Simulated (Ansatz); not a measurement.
Reaction (hydrogenolysis of the Si–Cl bond): `C[SiH2][SiH](O)Cl` + H₂ → `C[SiH2][SiH2]O` + HCl

Program: Ansatz. Geometries: PBE0-D4/def2-TZVP. ΔE: electronic, gas phase. CBS: MP2 limit from def2 TZ/QZ plus the TZ coupled-cluster correction, frozen cores. This one scheme is used for every species. Functionals use def2-TZVPP. HSE06 is defined as in plane-wave codes. Each species was taken in one conformer, which may not be the lowest.

`C[SiH2][SiH](O)Cl`:

Cartesian coordinates in Å:
```
C 0.515 1.497 1.058
Si 0.928 -0.272 0.606
Si -0.509 -1.015 -1.079
O -2.041 -0.921 -0.494
Cl -0.299 0.247 -2.712
H 1.193 1.869 1.830
H 0.601 2.144 0.182
H -0.508 1.566 1.434
H 0.800 -1.177 1.783
H 2.319 -0.388 0.086
H -0.236 -2.372 -1.624
H -2.763 -1.178 -1.070
```

H₂:

```xyz
2

H     0.209    0.175   -0.255
H    -0.209   -0.175    0.255
```

`C[SiH2][SiH2]O`:

Z-matrix (Å, degrees):
```
C
Si 1 1.877
H 1 1.092 2 110.6
H 1 1.092 2 110.6 3 -119.6
H 1 1.092 2 111.0 3 120.2
Si 2 2.347 1 112.0 3 62.0
H 2 1.492 1 110.5 3 -59.5
H 2 1.494 1 109.8 3 -177.5
O 6 1.658 2 112.0 1 61.2
H 6 1.494 2 109.6 1 -175.1
H 6 1.486 2 110.9 1 -55.7
H 9 0.958 6 117.0 2 61.5
```

HCl:

```xyz
2

Cl    0.531    0.179    0.308
H    -0.531   -0.179   -0.308
```

Q: Is it downhill or uphill in electronic energy at CCSD(T)/CBS, and by how much? (Best estimate.)

A: Ansatz gave: Uphill: ΔE = +97.1 kJ/mol.

Q: What do these levels give: B97M-V, PBE0-D4, revPBE, PBE0, HSE06, MP2/def2-QZVPP? (Best estimate.)

A: Ansatz gave: B97M-V 95.1, PBE0-D4 95.9, revPBE 88.0, PBE0 90.4, HSE06 90.6, MP2/def2-QZVPP 105.3 kJ/mol.

Largest T1 diagnostic among the species: 0.012.

At CCSD(T), def2-SVP lies −16.2 kJ/mol from the extrapolated value and def2-TZVPP −6.2 kJ/mol. The D4 term adds +10.1 kJ/mol with B3LYP and +5.5 kJ/mol with PBE0; it sums over pairs of atoms, weighted by their polarisabilities, and B3LYP, whose exchange is more repulsive, gets the larger term. In def2-TZVPP, CCSD(T) changes the Hartree–Fock value by +8.4 kJ/mol (the triples alone add +3.7 kJ/mol) and MP2 by +19.2 kJ/mol.

B3LYP here is the variant with VWN-RPA as its local correlation; programs differ in this.
